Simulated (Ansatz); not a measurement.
C₈H₁₆Cl₂N₂Sn⁺, that is SnCl2(pyrrolidide)2 with one electron fewer. The state is a doublet with charge 1. Geometry PBE-D4/def2-SVP; atoms count from 1.

```xyz
29

Sn   -1.347    0.049   -0.290
Cl   -2.704   -1.796    0.223
Cl   -2.021    1.444   -2.063
N     0.216   -1.049   -1.373
C     0.307   -1.208   -2.806
C     1.713   -1.768   -3.066
C     2.000   -2.565   -1.782
C     1.302   -1.727   -0.700
H     0.029   -0.261   -3.320
H    -0.493   -1.938   -3.107
H     2.429   -0.929   -3.185
H     1.758   -2.380   -3.985
H     1.534   -3.572   -1.829
H     3.078   -2.703   -1.578
H     0.922   -2.282    0.188
H     1.966   -0.932   -0.268
N    -0.201    0.788    1.254
C    -0.007    2.258    1.234
C    -1.172    2.862    2.043
C    -1.605    1.721    3.009
C    -0.716    0.517    2.618
H     0.090    2.653    0.202
H     0.969    2.438    1.742
H    -2.001    3.143    1.360
H    -0.869    3.784    2.574
H    -1.466    1.991    4.074
H    -2.678    1.473    2.881
H     0.186    0.458    3.269
H    -1.221   -0.468    2.680
```

In the def2 sets Sn takes a core potential; there is no spin–orbit coupling. Single mean-field runs in def2-TZVP are fitted with def2-universal-jkfit.

Question: Estimate the Mulliken populations from the PBE0/def2-TZVP orbitals of Ansatz.

Answer: 
```csv
atom,charge (e),spin (α − β)
Sn1,0.98,-0.02
Cl2,-0.23,0.01
Cl3,-0.24,0.00
N4,-0.11,0.86
C5,-0.21,-0.05
C6,-0.21,0.01
C7,-0.21,0.00
C8,-0.21,-0.05
H9,0.19,0.04
H10,0.19,0.08
H11,0.15,0.00
H12,0.17,0.00
H13,0.15,0.00
H14,0.17,0.00
H15,0.18,0.04
H16,0.19,0.08
N17,-0.32,0.00
C18,-0.17,0.00
C19,-0.24,0.00
C20,-0.23,0.00
C21,-0.17,0.00
H22,0.15,0.00
H23,0.14,0.00
H24,0.14,0.00
H25,0.15,0.00
H26,0.15,0.00
H27,0.14,0.00
H28,0.14,0.00
H29,0.16,0.00
```
Mulliken values and Mayer orders depend strongly on the basis.

Question: Where does the spin sit?

Answer: Summed by element: Sn -0.02, Cl 0.01, N 0.86, C -0.08, H 0.24, of 1 unpaired in all. Largest on single atoms: N4 0.86, H10 0.08, H16 0.08.

Question: And the Mayer bond orders between bonded heavy atoms (over 0.3)?

Answer: Sn1–Cl2 1.06 (2.35 Å); Sn1–Cl3 1.03 (2.35 Å); Sn1–N4 0.58 (2.20 Å); Sn1–N17 1.01 (2.06 Å); N4–C5 0.97 (1.44 Å); N4–C8 0.97 (1.45 Å); C5–C6 1.00 (1.54 Å); C6–C7 0.99 (1.54 Å); C7–C8 1.00 (1.54 Å); N17–C18 0.93 (1.48 Å); N17–C21 0.93 (1.48 Å); C18–C19 1.02 (1.54 Å); C19–C20 0.99 (1.56 Å); C20–C21 1.03 (1.55 Å).
